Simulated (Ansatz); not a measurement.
Reaction (cleavage of the Si–Si bond): `[SiH3][SiH2][SiH2][SiH3]` + HBr → `[SiH3][SiH2]Br` + `[SiH3][SiH3]`

Program: Ansatz. Geometries: PBE0-D4/def2-TZVP. ΔE: electronic, gas phase. CCSD(T)/CBS adds triple-zeta CCSD(T) − MP2 to the extrapolated MP2 energy (def2 sets, frozen cores). DFT in def2-TZVPP. B3LYP here is the variant with VWN-RPA as its local correlation; programs differ in this. HSE06 is defined as in plane-wave codes. For Br outer-core shells are correlated without core-valence functions, which leaves a few kJ/mol of doubt a bond. Scalar relativity is left out up to krypton. Each species was taken in one conformer, which may not be the lowest.

`[SiH3][SiH2][SiH2][SiH3]`:

Cartesian coordinates in Å:
```
Si -0.772 -0.424 -2.199
Si -1.154 -1.130 -0.002
Si 0.691 -0.598 1.332
Si 1.115 1.699 1.217
H -1.904 -0.797 -3.090
H -0.608 1.054 -2.228
H 0.473 -1.048 -2.721
H -2.360 -0.436 0.534
H -1.413 -2.597 0.021
H 1.882 -1.343 0.837
H 0.447 -0.998 2.747
H 2.246 2.084 2.103
H 1.453 2.076 -0.182
H -0.096 2.458 1.631
```

HBr:

Cartesian coordinates in Å:
```
Br 0.181 -0.440 0.527
H -0.181 0.440 -0.527
```

`[SiH3][SiH2]Br`:

Cartesian coordinates in Å:
```
Si 0.437 0.245 1.106
Si -0.240 -0.323 -1.057
Br -2.261 0.553 -1.410
H 1.785 -0.324 1.376
H -0.535 -0.305 2.086
H 0.492 1.724 1.233
H 0.672 0.224 -2.092
H -0.351 -1.793 -1.240
```

`[SiH3][SiH3]`:

Z-matrix (Å, degrees):
```
Si
Si 1 2.338
H 1 1.488 2 110.3
H 1 1.488 2 110.3 3 120.0
H 1 1.488 2 110.3 3 -120.0
H 2 1.488 1 110.3 3 59.9
H 2 1.488 1 110.3 3 179.9
H 2 1.488 1 110.3 3 -60.1
```

Q: Is it downhill or uphill in electronic energy at CCSD(T)/CBS, and by how much? (Estimate.)

A: Computed: Downhill: ΔE = -0.80 eV.

Q: What do these levels give: LDA (SPW92), BLYP-D4, r2SCAN-D4, BLYP, B3LYP, r2SCAN0, HSE06, RPA@PBE/def2-TZVPP, CCSD/def2-SVP, CCSD(T)/def2-SVP, MP2/def2-TZVPP, HF/CBS(def2)? (An estimate is asked.)

A: Ansatz gave: LDA (SPW92) -0.63, BLYP-D4 -0.72, r2SCAN-D4 -0.75, BLYP -0.83, B3LYP -0.86, r2SCAN0 -0.80, HSE06 -0.74, RPA@PBE/def2-TZVPP -0.75, CCSD/def2-SVP -0.70, CCSD(T)/def2-SVP -0.67, MP2/def2-TZVPP -0.84, HF/CBS(def2) -1.07 eV.

Largest T1 diagnostic among the species: 0.014.

From BLYP to BHLYP (50 % exact exchange), in def2-TZVPP and without D4, ΔE moves by −0.10 eV. In def2-TZVPP, CCSD(T) changes the Hartree–Fock value by +0.31 eV (the triples alone add +0.04 eV) and MP2 by +0.22 eV.
